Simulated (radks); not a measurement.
Task: These are the eigenvalues of the occupied orbitals of an atom or ion with whole-number occupations (hartree). Method: Dirac Kohn-Sham, RPBE, spin-unpolarised, spherical densities, finite nucleus; Fermi nuclear charge, rms radius of each element as measured or else 0.836 A^(1/3) + 0.57 fm; computed with a radial shooting solver on a logarithmic mesh with Libxc functionals.

orbital  eigenvalue
1s1/2     -402.7234
2s1/2     -50.39279
2p1/2     -44.81112
2p3/2     -43.64004
3s1/2      -6.18861
3p1/2      -4.34910
3p3/2      -4.19213
3d3/2      -1.08282
3d5/2      -1.06134
4s1/2      -0.42511
4p1/2      -0.14369

Which element is it, and in what charge state? The configuration may be excited. Open shells, if any, fill j = l - 1/2 first.

Result: Z = 32, germanium, charge 0: Ge in [Ar] 3d10 4s2 4p2. The list shows which subshells hold electrons but not how many an open one holds; the 1s level, -402.72 hartree, gives Z - s = 28.4 by -(Z - s)^2/2, which with screening and relativity narrows Z to a few neighbours, and the depths of the outer levels then fix element, charge and occupations together.
